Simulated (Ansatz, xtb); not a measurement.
# Ranking isomers of C3H4ClNSSi

4 gas-phase structures of C3H4ClNSSi, from a drawn sample of its isomers (lower ones may exist). Each was relaxed with GFN2-xTB:

A. `[SiH3]c1csc(Cl)n1`, a singlet
B. `[SiH3]c1ncsc1Cl`, a singlet
C. `[SiH3]c1cnc(Cl)s1`, a singlet
D. `[SiH3]c1scnc1Cl`, a singlet

Task: Which do you expect lowest at r2SCAN-D4/def2-SVP, and how would the others follow?

Result: Calculated order at r2SCAN-D4/def2-SVP: D (0.0), C (0.5), A (3.4), B (6.0) kcal/mol. Less than 1 kcal/mol parts D and C, so the order within that pair means little.

Energies above the lowest of each column, in kcal/mol; the last columns are at PBE-D3(BJ)/def2-SVP geometries:

```json
{"structure": "D", "GFN2-xTB": "0.0", "HF/STO-3G": "0.0", "r2SCAN-D4/def2-SVP": "0.0", "PBE-D3(BJ)/def2-SVP": "0.0", "CCSD(T)/def2-SVP + ΔMP2/def2-TZVPP": "0.0"}
{"structure": "C", "GFN2-xTB": "1.8", "HF/STO-3G": "1.5", "r2SCAN-D4/def2-SVP": "0.5", "PBE-D3(BJ)/def2-SVP": "1.4", "CCSD(T)/def2-SVP + ΔMP2/def2-TZVPP": "1.8"}
{"structure": "A", "GFN2-xTB": "2.1", "HF/STO-3G": "1.9", "r2SCAN-D4/def2-SVP": "3.4", "PBE-D3(BJ)/def2-SVP": "3.9", "CCSD(T)/def2-SVP + ΔMP2/def2-TZVPP": "4.4"}
{"structure": "B", "GFN2-xTB": "2.3", "HF/STO-3G": "2.9", "r2SCAN-D4/def2-SVP": "6.0", "PBE-D3(BJ)/def2-SVP": "6.3", "CCSD(T)/def2-SVP + ΔMP2/def2-TZVPP": "6.9"}
```

Every level run on D puts it lowest or level with the lowest. Some further structures that were screened fall inside this span and aren't listed. ΔMP2 is the change of the MP2 energy from the smaller to the larger basis.

Over these structures GFN2-xTB departs from r2SCAN-D4/def2-SVP by 1.6 kcal/mol on average once a common shift is removed. A GFN2-xTB relaxation took about 0.11 s and the r2SCAN-D4/def2-SVP energy about 2.3 s on a shared host (Ansatz 0.2.0, xtb 6.7.1).
